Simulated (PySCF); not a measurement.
Input for PySCF: R-M06-2X/6-31G* on C2H6Se (SMILES CC[SeH]), a point of a torsion scan.

```python
from pyscf import gto, scf, dft, mp
from pyscf.data.elements import chemcore

mol = gto.M(
    atom='''
    C    -0.85830066    0.53163251    0.08720574
    C     0.04642402   -0.68065044   -0.09107191
    Se   -0.38128624   -1.76965698   -1.68822783
    H    -1.78989754    0.41650429   -0.46344602
    H    -0.37558979    1.42930744   -0.29295655
    H    -1.08830752    0.68466153    1.13824268
    H     1.09162462   -0.39868538   -0.21732260
    H    -0.02485216   -1.36434994    0.75614443
    H    -1.70756681   -2.13067705   -1.23558095
    ''',
    basis='6-31g*',
    cart=True,
    charge=0, spin=0, verbose=3, max_memory=1800)
mf = dft.RKS(mol, xc='m062x')
mf.conv_tol = 1e-8
mf.max_cycle = 100
mf.kernel()
if not mf.converged:
    mf = mf.newton().run(mf.mo_coeff, mf.mo_occ)
```

Problem. Give the final energy of this run.

Solution. -2481.0370 hartree.
